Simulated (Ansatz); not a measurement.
Frontier orbitals of C₄GeN₄O₄, SMILES `O=C=[N][Ge]([N]=C=O)([N]=C=O)[N]=C=O`.

```xyz
13

O     2.9377   -2.2191    0.3554
C     2.2787   -1.2820    0.1873
N     1.6656   -0.2583    0.0002
Ge   -0.0768    0.1989   -0.0359
N    -1.0613   -1.2738    0.2964
C    -2.2358   -1.5402    0.3801
O    -3.3401   -1.8759    0.4767
N    -0.5147    0.8973   -1.6314
C    -0.0821    0.8541   -2.7565
O     0.2715    0.8630   -3.8597
N    -0.4223    1.4700    1.1845
C     0.0793    1.8652    2.2077
O     0.5001    2.3009    3.1953
```

Total charge 0; spin multiplicity 1. Correlated methods include outer-core shells of Ge, which these sets cover unevenly. Scalar relativity is left out up to krypton. The geometry is a stationary point of PBE0-D4/def2-TZVP. It is one conformer, not always the lowest. Basis def2-TZVPP, Ansatz.

```json
{"functional": "LDA (SPW92)", "HOMO (eV)": "-8.06", "LUMO (eV)": "-2.67", "gap (eV)": "5.39"}
{"functional": "PBE", "HOMO (eV)": "-7.81", "LUMO (eV)": "-2.33", "gap (eV)": "5.48"}
{"functional": "r2SCAN", "HOMO (eV)": "-8.14", "LUMO (eV)": "-2.09", "gap (eV)": "6.05"}
{"functional": "B97M-V", "HOMO (eV)": "-8.14", "LUMO (eV)": "-1.93", "gap (eV)": "6.21"}
{"functional": "PBE0", "HOMO (eV)": "-9.25", "LUMO (eV)": "-1.31", "gap (eV)": "7.94"}
{"functional": "HSE06 (plane-wave form)", "HOMO (eV)": "-8.85", "LUMO (eV)": "-1.68", "gap (eV)": "7.17"}
{"functional": "LC-ωPBE", "HOMO (eV)": "-11.95", "LUMO (eV)": "1.09", "gap (eV)": "13.04"}
{"functional": "ωB97X-V", "HOMO (eV)": "-11.57", "LUMO (eV)": "1.03", "gap (eV)": "12.60"}
{"functional": "ωB97M-V", "HOMO (eV)": "-11.47", "LUMO (eV)": "0.93", "gap (eV)": "12.40"}
{"functional": "HF", "HOMO (eV)": "-12.69", "LUMO (eV)": "2.57", "gap (eV)": "15.26"}
```

From PBE to PBE0 the HOMO moves by −1.44 eV and the LUMO by +1.02 eV, and with ωB97M-V by −3.67 and +3.26 eV, so the gap grows from 5.47 to 12.40 eV with exact exchange. A positive LUMO is unbound and depends on the basis.

LC-ωPBE has ω = 0.4 bohr⁻¹.
